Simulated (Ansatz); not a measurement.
C2H9BOSi can be A, `B[SiH2]COC`, or B, `BO[SiH](C)C`.

Isolated molecules relaxed with PBE0-D4/def2-TZVP in Ansatz; ΔE leaves out vibrations. CBS: MP2 limit from def2 TZ/QZ plus the TZ coupled-cluster correction, frozen cores. Functionals use def2-TZVPP. One conformer a species, not always the lowest.

**Question.** Which is lower in electronic energy at CCSD(T)/CBS, and by how much? (Best estimate.)

**Answer.** Computed: B, by 461.3 kJ/mol.

**Question.** Give E(B) − E(A) in kJ/mol with r2SCAN-D4, CCSD/def2-TZVPP, HF/def2-TZVPP, PBE-D4, PBE0-D4, ωB97M-V, MP2/def2-TZVPP. (Estimate.)

**Answer.** The calculation gave: r2SCAN-D4 -459.3, CCSD/def2-TZVPP -456.0, HF/def2-TZVPP -456.9, PBE-D4 -434.6, PBE0-D4 -445.0, ωB97M-V -462.1, MP2/def2-TZVPP -476.3. None reverses the order clearly.

Largest T1 diagnostic: 0.012.

The D4 term adds −4.0 kJ/mol with B3LYP and −2.2 kJ/mol with PBE0; it sums over pairs of atoms, weighted by their polarisabilities, and B3LYP, whose exchange is more repulsive, gets the larger term. From PBE to PBE0 (25 % exact exchange), in def2-TZVPP and without D4, E(B) − E(A) moves by −10.7 kJ/mol.

B3LYP here is the variant with VWN-RPA as its local correlation; programs differ in this.
